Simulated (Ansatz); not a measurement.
System: sum formula SiN₂H₅, charge 0, multiplicity 2. It need not be the lowest isomer of its formula. 
Coordinates optimised at B3LYP-D3(BJ)/def2-TZVP (Ansatz, a quantum-chemistry and plane-wave program):
```
Si
N 1 1.7097
H 2 1.0080 1 120.61
H 2 1.0080 3 110.97 1 -149.36
N 1 1.7536 2 115.11 3 -73.22
H 5 1.0242 1 113.21 2 180.00
H 1 1.4853 2 107.58 3 167.05
H 1 1.4853 7 111.73 2 117.87
```
Charge 0, spin multiplicity 2.

Computed values are from Ansatz. Correlated levels leave the core frozen unless marked. Open shells are spin-unrestricted. Spin-orbit coupling is left out. Non-relativistic. CBS(X,Y): correlation extrapolated as X^-3; Hartree-Fock from the larger set.

```yaml
atomisation energy De: 598.9 kcal/mol at CCSD(T)/CBS(aug-cc-pV(T+d)Z,aug-cc-pV(Q+d)Z)
total_energy: -401.4533 Eh at CCSD(T)/CBS(aug-cc-pV(T+d)Z,aug-cc-pV(Q+d)Z)
dipole_moment: 0.40 D at CCSD(T)/aug-cc-pV(D+d)Z
T1 diagnostic: 0.014 at CCSD/aug-cc-pV(Q+d)Z
```
